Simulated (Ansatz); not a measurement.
Basis-set extrapolation for C$_{2}$H$_{9}$NOSi, SMILES `NCCO[SiH3]` (PBE0-D4/def2-TZVP geometry, frozen core, the Gaussian-basis code of Ansatz). Multiplicity 1, RHF reference.

|  | def2-TZVPP | def2-QZVPP |
| --- | --- | --- |
| HF | -499.344821 | -499.364634 |
| MP2 correlation | -0.926050 | -0.992022 |
| CCSD(T) correlation | -1.012194 | not run |

Energies in hartree. Use E(X) = E(∞) + A·exp(−7.88·√X) for Hartree–Fock and E(X) = E(∞) + B·X^(−2.97) for correlation, with X = 3 and 4, and add CCSD(T) minus MP2 of the smaller set to the MP2 limit.

Task: What is the CCSD(T) energy at the basis-set limit?

Result: HF limit: -499.364634 + (-0.019813) × 0.13774 = -499.36736. MP2 limit: -0.992022 + (-0.065972) × 0.74074 = -1.04089. Higher-order term: -1.012194 − (-0.926050) = -0.08614. Total: -500.49439 hartree, 360.7 kJ/mol below CCSD(T)/def2-TZVPP.
